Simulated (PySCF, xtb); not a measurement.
CH₅BrGaN, SMILES [CH3][Ga]([NH2])[Br]. The values are those of a single conformer.

Harmonic wavenumbers (cm⁻¹) from GFN2-xTB in xtb at its own minimum, in rising order: 9, 94, 97, 127, 220, 280, 286, 498, 539, 604, 655, 686, 1254, 1420, 1430, 1457, 2946, 2955, 2969, 3381, 3432.

Q: What does PBE-D3(BJ)/def2-SVP (PySCF 2.14.0) give at its own minimum? (Estimate from the structure and the level; the computed values follow.)

A: 59, 109, 115, 144, 211, 280, 399, 562, 667, 707, 707, 746, 1170, 1376, 1380, 1454, 2987, 3094, 3101, 3507, 3620. Paired by order, the mean absolute difference is 69 cm⁻¹ and the zero-point energies are 36.2 and 37.7 kcal/mol.
